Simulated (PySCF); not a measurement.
**Zn²⁺ (zinc, charge +2): r2SCAN calculation**

Configuration: [Ar] 3d9 4p1, one real determinant (an excited configuration). Computed with PySCF 2.14 in aug-cc-pVTZ-PP with ECP10MDF (6s6p5d3f2g, 88 functions), with scalar relativity through the core potential.

- Total energy: -225.3751 hartree
- One-electron energy: -386.4922 hartree
- Hartree (Coulomb) energy: 181.1070 hartree
- Exchange-correlation energy: -19.9899 hartree
- ⟨S²⟩: 2.0008
- ⟨L²⟩: 8.012
- Sum of ⟨r⟩: 15.58 bohr
- Sum of ⟨r²⟩: 19.59 bohr²
- Traceless quadrupole moment −½Σ⟨3z² − r²⟩ along its main axis: -2.67 e·bohr²

```tsv
shell	electrons	mean orbital energy (hartree)	spread (hartree)	rms radius, mean of both spins (bohr)
3s α	1	-6.10665	0	0.729
3s β	1	-6.02528	0	0.729
3p α	3	-4.33336	0.08418	0.768
3p β	3	-4.25496	0.02339	0.768
3d α	5	-1.49282	0.10343	0.930
3d β	4	-1.44060	0.05317	0.930
4p α	1	-0.71566	0	2.68
```

⟨L²⟩ = 8.01 against 12 for a pure F term, so this real determinant mixes terms. Energies and moments cover only the electrons outside the core potential.
